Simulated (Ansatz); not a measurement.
`[SiH3]B1C[SiH2]1` → `B1C[SiH2]1` + `[SiH2]`  (silylene loss)

Isolated molecules relaxed with PBE0-D4/def2-TZVP in Ansatz; ΔE leaves out vibrations. CCSD(T)/CBS adds triple-zeta CCSD(T) − MP2 to the extrapolated MP2 energy (def2 sets, frozen cores). This one scheme is used for every species. Functionals use def2-TZVPP. B3LYP here is the variant with VWN-RPA as its local correlation; programs differ in this.

`[SiH3]B1C[SiH2]1`:

Cartesian coordinates in Å:
```
Si -1.757 0.191 0.960
B -0.087 -0.423 0.077
C 0.430 -0.412 -1.316
Si 1.760 0.037 0.154
H -1.515 1.456 1.710
H -2.887 0.419 0.015
H -2.187 -0.839 1.948
H 1.208 -1.081 -1.699
H -0.092 0.076 -2.138
H 2.904 -0.832 -0.203
H 2.224 1.408 0.492
```

`B1C[SiH2]1`:

Cartesian coordinates in Å:
```
B -0.091 1.159 0.190
C 0.567 -0.033 0.785
Si -0.671 -0.363 -0.793
H 0.299 2.261 -0.020
H 0.029 -0.842 1.285
H 1.630 -0.073 1.018
H -1.537 -1.450 -0.285
H -0.226 -0.659 -2.180
```

`[SiH2]`:

Z-matrix (Å, degrees):
```
Si
H 1 1.525
H 1 1.525 2 91.2
```

```json
{"level": "r2SCAN", "ΔE (kJ/mol)": "259.4"}
{"level": "B3LYP", "ΔE (kJ/mol)": "221.9"}
{"level": "MP2/def2-SVP", "ΔE (kJ/mol)": "247.3"}
{"level": "SCS-MP2/def2-TZVPP", "ΔE (kJ/mol)": "238.0"}
```

(1) What does CCSD(T)/CBS give? (Estimate.)

(2) What do rigid-rotor, harmonic-oscillator terms from PBE0-D4/def2-TZVP frequencies (298.15 K, 1 bar) make of the CCSD(T)/CBS value? (Estimate.)

Largest T1 diagnostic among the species: 0.014.

Answers

(1) Computed: +239.5 kJ/mol. The listed levels differ from it by 19.9, -17.6, 7.8, -1.5 kJ/mol.

(2) Ansatz gave: ΔZPE = -13.3 kJ/mol, ΔH = +229.6 kJ/mol, ΔS = 143 J/(mol·K), ΔG = +187.1 kJ/mol.

Leaving LDA and LC-ωPBE aside and taking each functional with its dispersion term where it has one, the values, not all of them listed here, spread over 34.6 kJ/mol, from BLYP-D4 to r2SCAN-D4. LDA lies +32.6 kJ/mol from PBE without D4. At CCSD(T), def2-SVP lies −10.3 kJ/mol from the extrapolated value and def2-TZVPP −5.4 kJ/mol. In def2-TZVPP, CCSD(T) changes the Hartree–Fock value by +22.9 kJ/mol (the triples alone add +6.3 kJ/mol) and MP2 by +39.9 kJ/mol.
